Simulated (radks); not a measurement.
Results of a calculation; reference values are marked as such.
The mean radii <r> (bohr) of the occupied orbitals of an atom or ion are listed with their occupations. Code: a radial shooting solver on a logarithmic mesh with Libxc functionals. Model: non-relativistic Kohn-Sham, r2SCAN, spin-polarised, spherical densities, point nucleus; meta-GGA in the generalised Kohn-Sham scheme.

orbital  occ.      <r>
1s up       1  0.02713
1s down     1  0.02713
2s up       1   0.1164
2s down     1   0.1164
2p up       3  0.09903
2p down     3  0.09903
3s up       1   0.3057
3s down     1   0.3057
3p up       3   0.2960
3p down     3   0.2960
3d up       5   0.2670
3d down     5   0.2670
4s up       1   0.7024
4s down     1   0.7028
4p up       3   0.7268
4p down     3   0.7267
4d up       5   0.7928
4d down     5   0.7893
5s up       1    1.612
5s down     1    1.607
5p up       3    1.745

Name the element and its charge. Open shells, if any, are filled with parallel spins first.

Answer. Z = 56, barium, charge +5: Ba5+ in [Kr] 4d10 5s2 5p3. The 1s radius gives Z: for a bare nucleus <r> = 1.5/Z, 0.02679 bohr for Z = 56, and screening makes it slightly larger (0.02713 here). The occupations add up to 51, and the charge is Z minus that.
